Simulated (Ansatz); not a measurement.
Te(CCH)2 (C₄H₂Te). The state is a singlet with charge 0. Geometry PBE-D4/def2-SVP, basis def2-TZVP, Ansatz.

| run | HOMO (eV) | LUMO (eV) |
| --- | --- | --- |
| A | -5.34 | -2.18 |
| B | -8.49 | 1.85 |
| C | -8.38 | 0.54 |
| D | -6.00 | -1.79 |
| E | -6.52 | -1.32 |
| F | -5.55 | -2.02 |

In the def2 sets Te takes a core potential; there is no spin–orbit coupling. HSE06 is defined as in plane-wave codes, on full-range PBE exchange.

Q: The runs used B97M-V, HF, HSE06, r2SCAN0, revPBE, ωB97M-V. Estimate which is which.

A: A revPBE (0 % exact exchange); B HF (100 % exact exchange); C ωB97M-V (range-separated); D HSE06 (range-separated); E r2SCAN0 (25 % exact exchange); F B97M-V (0 % exact exchange). Exact exchange lowers occupied and raises empty levels; among semilocal functionals meta-GGAs tend to open the gap a little, and such runs are hard to tell apart. The gap grows from 3.16 eV (revPBE) to 10.34 eV (HF).
